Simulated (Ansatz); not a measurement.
Gas-phase electronic energies from Ansatz, PBE0-D4/def2-TZVP geometries. CCSD(T)/CBS adds triple-zeta CCSD(T) − MP2 to the extrapolated MP2 energy (def2 sets, frozen cores). This one scheme is used for every species. DFT in def2-TZVPP. Elements past krypton have def2 core potentials. For Se, Sn outer-core shells are correlated without core-valence functions, which leaves a few kJ/mol of doubt a bond. Scalar relativity is left out up to krypton. Each species was taken in one conformer, which may not be the lowest.

Reaction (formal exchange of groups at the Sn–O bond): `[OH][SnH2][SeH]` + CH₄ → `[CH3][SnH2][SeH]` + H₂O

```csv
level,ΔE (eV)
PBE-D4,0.45
r2SCAN-D4,0.51
BHLYP-D4,0.47
PBE-QIDH,0.39
CAM-B3LYP,0.53
HF/def2-QZVPP,0.53
MP2/def2-QZVPP,0.38
CCSD/CBS(def2),0.39
```

(1) What does CCSD(T)/CBS give? (Estimate.)

Largest T1 diagnostic among the species: 0.012.

Answers

(1) The calculation gave: +0.39 eV. The listed levels differ from it by 0.06, 0.12, 0.08, 0.00, 0.14, 0.14, -0.01, 0.00 eV.

From r2SCAN to r2SCAN0 (25 % exact exchange), in def2-TZVPP and without D4, ΔE moves by −0.07 eV. In def2-TZVPP, CCSD(T) changes the Hartree–Fock value by −0.13 eV (the triples alone add +0.00 eV) and MP2 by −0.14 eV.
